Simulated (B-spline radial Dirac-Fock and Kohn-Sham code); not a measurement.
**Electron momentum distribution of Cu²⁴⁺: Compton profiles**

System: copper as Cu²⁴⁺, configuration [He] 2s2 2p1.

Input file task.json (cfg lists n, l and occupation; rrms is the nuclear radius in fm):

```json
{"items": [{
  "Z": 29,
  "q": 24,
  "cfg": [[1, 0, 2], [2, 0, 2], [2, 1, 1]],
  "A": 63,
  "rrms": 3.8823,
  "do": ["scatter"],
  "s": [0.0, 0.08, 0.1, 0.12, 0.15, 0.19, 0.23, 0.29, 0.36, 0.44, 0.55, 0.69, 0.85, 1.06, 1.31, 1.63, 2.03, 2.52, 3.13, 3.89, 4.83, 6.0, 7.45],
  "pz": [0, 0.1, 0.2, 0.3, 0.4, 0.5, 0.6, 0.8, 1.0, 1.2, 1.4, 1.6, 1.8, 2.0, 2.5, 3.0, 4.0, 5.0, 7.0, 10.0, 15.0, 20.0, 30.0, 40.0, 60.0, 100.0],
  "hv_scatter": [1000, 8047.8, 10000, 17479.3, 20000, 100000, 500000, 1000000]
}]}
```

Launch: `python xray_run.py task.json out`

These are calculated numbers from an atomic code on a B-spline grid; the model is the impulse approximation on Dirac-Fock orbitals of the configuration average with a finite nucleus. pz is in atomic units of momentum; subshell profiles are per electron, for a selection of subshells; open shells are spread over both j values by their weights.

```csv
pz,J total,J 2s1/2,J 2p1/2,J 2p3/2
0,0.3092,0.100,0.0503,0.0509
0.3,0.3085,0.0997,0.0503,0.0509
0.4,0.3079,0.0994,0.0503,0.0509
0.5,0.3072,0.0990,0.0503,0.0509
0.6,0.3063,0.0986,0.0503,0.0509
0.8,0.3040,0.0975,0.0503,0.0509
1,0.3011,0.0961,0.0503,0.0509
1.2,0.2977,0.0944,0.0502,0.0508
1.4,0.2936,0.0925,0.0502,0.0508
1.6,0.2891,0.0903,0.0502,0.0508
1.8,0.2841,0.0879,0.0501,0.0507
2,0.2786,0.0853,0.0500,0.0506
2.5,0.2633,0.0780,0.0497,0.0503
3,0.2462,0.0700,0.0492,0.0498
4,0.2097,0.0534,0.0474,0.0479
5,0.1742,0.0380,0.0444,0.0448
7,0.1173,0.0162,0.0356,0.0357
10,0.07082,0.00422,0.0210,0.0208
15,0.04030,0.00267,0.00657,0.00634
20,0.02419,0.00212,0.00192,0.00181
30,0.008290,0.000717,0.000208,0.000186
40,0.002971,0.000227,3.38e-05,2.87e-05
60,0.0005139,3.30e-05,2.23e-06,1.68e-06
100,4.159e-05,2.35e-06,< 1e-6,< 1e-6
```

J(0) = 0.3092. The 2s1/2 subshell gives the largest part, 65 %.

Mean momentum ⟨p⟩ by subshell (a.u.): 1s1/2 25.0, 2s1/2 9.21, 2p1/2 12.3, 2p3/2 12.2.
